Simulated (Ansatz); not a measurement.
Species: chloro(trimethyl)silane, C3H9ClSi, net charge 0, singlet state. 
Structure (B3LYP-D3(BJ)/def2-TZVP (Ansatz, a quantum-chemistry and plane-wave program) minimum search):
SMILES: C[Si](C)(C)Cl
```xyz
14

C     -0.9897     1.3069    -1.1321
Si    -0.0984    -0.1072    -0.3021
C      1.4352    -0.5969    -1.2463
C     -1.2311    -1.5660    -0.0342
Cl     0.5154     0.5616     1.5827
H     -1.3335     1.0094    -2.1263
H     -1.8597     1.6163    -0.5506
H     -0.3330     2.1712    -1.2446
H      1.9741    -1.3937    -0.7310
H      1.1697    -0.9560    -2.2442
H      2.1124     0.2513    -1.3597
H     -1.5827    -1.9564    -0.9929
H     -2.1032    -1.2809     0.5567
H     -0.7148    -2.3710     0.4913
```

Parts of the frozen-core correlation energy in cc-pVTZ (Ansatz, hartree). Frozen orbitals: 13; correlated occupied orbitals by spin: 16 and 16; virtual: 255 and 255. Spin-orbit coupling is left out. No relativistic terms.

| term | value |
|---|---|
| reference (HF) | -867.45122 |
| MP2 opposite-spin | -0.65984 |
| MP2 same-spin | ? |
| CCSD correlation | ? |
| (T) | ? |
| T1 diagnostic | 0.009 |
| largest doubles amplitude | 0.018 |

Problem. Fill in the missing entries.

Solution. 
- MP2 same-spin, value: -0.18937
- CCSD correlation, value: -0.91348
- (T), value: -0.03576
